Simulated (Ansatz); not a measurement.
Calculated with Ansatz (gas phase, PBE0-D4/def2-TZVP geometries, no zero-point term in ΔE). CCSD(T)/CBS adds triple-zeta CCSD(T) − MP2 to the extrapolated MP2 energy (def2 sets, frozen cores). This one scheme is used for every species. DFT in def2-TZVPP. One conformer a species, not always the lowest.

`P[SiH]1CS1` + H–F → `F[SiH]1CS1` + PH₃  (cleavage of the Si–P bond)

```tsv
level	ΔE (kJ/mol)
r2SCAN-D4	-107.9
r2SCANh-D4	-107.1
BHLYP-D4	-116.5
ωB97X-V	-111.7
ωB97M-V	-112.7
r2SCANh	-109.0
BHLYP	-126.6
CCSD/def2-TZVPP	-112.5
```

Q: What does CCSD(T)/CBS give? (Best estimate.)

A: Ansatz gave: -103.4 kJ/mol. The listed levels differ from it by -4.5, -3.7, -13.1, -8.3, -9.3, -5.6, -23.2, -9.1 kJ/mol.

Largest T1 diagnostic among the species: 0.013.

From BLYP to BHLYP (50 % exact exchange), in def2-TZVPP and without D4, ΔE moves by −6.4 kJ/mol. At CCSD(T), def2-SVP lies −3.9 kJ/mol from the extrapolated value and def2-TZVPP −3.6 kJ/mol.
